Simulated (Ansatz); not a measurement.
```yaml
crystal:
  periodic: [false, false, false]
  atoms:
    - {symbol: C, position_ang: [-0.221377, -1.747878, 0.213839]}
    - {symbol: O, position_ang: [-0.437262, -0.567080, 0.972632]}
    - {symbol: Sn, position_ang: [-0.145828, 1.165053, 0.197914]}
    - {symbol: O, position_ang: [1.600525, 1.320797, -0.610311]}
    - {symbol: F, position_ang: [-0.398146, 2.433919, 1.575782]}
    - {symbol: F, position_ang: [-0.398146, 2.433919, 1.575782]}
    - {symbol: H, position_ang: [-0.359752, -2.589842, 0.894606]}
    - {symbol: H, position_ang: [-0.942263, -1.842793, -0.604627]}
    - {symbol: H, position_ang: [0.792608, -1.797302, -0.195913]}
    - {symbol: H, position_ang: [1.632160, 1.980825, -1.309573]}
basis:
  gaussian: {orbitals: x2c-TZVPPall}
hamiltonian: {xc: {name: wB97X}}
output: {forces: true}
```

```sh
$ ansatz run in.yaml --threads 2 --pin off --events-out ev --progress --plain --max-ram 32768MiB --backend cuda --devices 0, --max-vram 18GiB
```

It prints (some lines left out):

```
Error: two nuclei lie on one point
```

(1) What is wrong with this run?

Results:

(1) One atom was put on top of another. The program refused the input.
